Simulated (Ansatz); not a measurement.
Gas-phase electronic energies from Ansatz, PBE0-D4/def2-TZVP geometries. CBS: MP2 limit from def2 TZ/QZ plus the TZ coupled-cluster correction, frozen cores. Functionals use def2-TZVPP. B3LYP here is the variant with VWN-RPA as its local correlation; programs differ in this. HSE06 is defined as in plane-wave codes. def2 core potentials past Kr. For Br, In, Zn outer-core shells are correlated without core-valence functions, which leaves a few kJ/mol of doubt a bond. Scalar relativity is left out up to krypton. One conformer a species, not always the lowest.

Consider the redistribution: `[NH2][In]([NH2])[Br]` + `[CH3][ZnH]` → `[NH2][InH][Br]` + `N[CH2][ZnH]`.

| level | ΔE (kcal/mol) | difference from CCSD(T)/CBS |
| --- | --- | --- |
| LDA (SPW92) | 21.9 | -5.2 |
| PBE-D4 | 23.9 | -3.2 |
| revPBE-D4 | 23.3 | -3.8 |
| BLYP-D4 | 24.5 | -2.6 |
| r2SCAN-D4 | 25.4 | -1.7 |
| PBE0-D4 | 23.8 | -3.3 |
| r2SCANh-D4 | 25.1 | -2.0 |
| r2SCAN0-D4 | 24.8 | -2.3 |
| HSE06-D4 | 23.8 | -3.3 |
| BHLYP-D4 | 24.4 | -2.7 |
| CAM-B3LYP-D4 | 24.1 | -3.0 |
| ωB97X-V | 24.0 | -3.1 |
| ωB97M-V | 24.3 | -2.8 |
| B2PLYP | 26.0 | -1.1 |
| PBE-QIDH | 25.4 | -1.7 |
| PBE | 23.9 | -3.2 |
| revPBE | 24.2 | -2.9 |
| BLYP | 24.7 | -2.4 |
| r2SCAN | 25.3 | -1.8 |
| PBE0 | 23.7 | -3.4 |
| B3LYP | 24.3 | -2.8 |
| r2SCANh | 25.1 | -2.0 |
| r2SCAN0 | 24.7 | -2.4 |
| HSE06 | 23.7 | -3.4 |
| BHLYP | 24.1 | -3.0 |
| CAM-B3LYP | 23.9 | -3.2 |
| LC-ωPBE | 24.0 | -3.1 |
| RPA@PBE/def2-TZVPP | 24.8 | -2.3 |
| HF/def2-SVP | 19.7 | -7.4 |
| MP2/def2-SVP | 24.3 | -2.8 |
| CCSD/def2-SVP | 21.8 | -5.3 |
| CCSD(T)/def2-SVP | 22.1 | -5.0 |
| HF/def2-TZVPP | 23.5 | -3.6 |
| MP2/def2-TZVPP | 28.2 | 1.1 |
| CCSD/def2-TZVPP | 25.5 | -1.6 |
| CCSD(T)/def2-TZVPP | 26.1 | -1.0 |
| SCS-MP2/def2-QZVPP | 27.5 | 0.4 |
| HF/CBS(def2) | 23.6 | -3.5 |
| MP2/CBS(def2) | 29.2 | 2.1 |
| CCSD/CBS(def2) | 26.5 | -0.6 |
| CCSD(T)/CBS | 27.1 | 0 |

Largest T1 diagnostic among the species: 0.014.

In def2-TZVPP, CCSD(T) changes the Hartree–Fock value by +2.6 kcal/mol (the triples alone add +0.6 kcal/mol) and MP2 by +4.7 kcal/mol. At CCSD(T), def2-SVP lies −5.0 kcal/mol from the extrapolated value and def2-TZVPP −1.0 kcal/mol.
